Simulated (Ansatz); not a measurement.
Reaction (isomerisation): `C[SiH2]C1=C[SiH2]1` → `C=C=C([SiH3])[SiH3]`

Isolated molecules relaxed with PBE0-D4/def2-TZVP in Ansatz; ΔE leaves out vibrations. CCSD(T)/CBS is the MP2 limit (def2-TZVPP, def2-QZVPP) plus CCSD(T) − MP2 in def2-TZVPP, frozen cores. DFT in def2-TZVPP. B3LYP here is the variant with VWN-RPA as its local correlation; programs differ in this. Each species was taken in one conformer, which may not be the lowest.

```
             level  ΔE (kJ/mol)
         r2SCAN-D4         15.6
           ωB97X-V         19.9
           ωB97M-V         18.8
               PBE         15.3
             B3LYP          0.8
     HF/def2-TZVPP         -5.1
CCSD(T)/def2-TZVPP         14.5
      HF/CBS(def2)         -4.6
```

Q: What does CCSD(T)/CBS give? (Estimate.)

A: The calculation gave: +18.8 kJ/mol. The listed levels differ from it by -3.2, 1.1, 0.0, -3.5, -18.0, -23.9, -4.3, -23.4 kJ/mol.

Largest T1 diagnostic among the species: 0.013.

From PBE to PBE0 (25 % exact exchange), in def2-TZVPP and without D4, ΔE moves by +7.0 kJ/mol. In def2-TZVPP, CCSD(T) changes the Hartree–Fock value by +19.6 kJ/mol (the triples alone add +0.4 kJ/mol) and MP2 by +27.6 kJ/mol.
